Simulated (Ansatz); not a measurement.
Isomers of Cu3F4⁻ (singlet), relaxed with r2SCAN-D4/def2-SVPD; total energies from Ansatz at CAM-B3LYP-D4/def2-TZVPD.

```json
{"isomer": "A", "description": "point group not assigned; 6 × Cu–F 1.78 to 1.86 Å", "energy (Eh)": "-5321.67129"}
{"isomer": "B", "description": "point group C2; 6 × Cu–F 1.78 to 1.86 Å", "energy (Eh)": "-5321.66666"}
```

The isomers come from a short search, and lower ones may exist.

Question: Work out the relative energies (1 Eh = 2625.5 kJ/mol) and the Boltzmann populations at 1200 K from electronic energies alone (R = 8.314 J/mol/K).

Answer: ΔE: A 0.0, B 12.2 kJ/mol. RT = 9.98 kJ/mol. Factors exp(−ΔE/RT): A 1, B 0.295; sum 1.295. Populations: A 77.2 %, B 22.8 %. Zero-point energy, vibrational entropy and symmetry numbers are left out and can shift these; an error of 4 kJ/mol changes a ratio by a factor of 1.5. Over the other density-functional and correlated levels in def2 sets, the gap between A and B ranges from -35 to 30 kJ/mol.
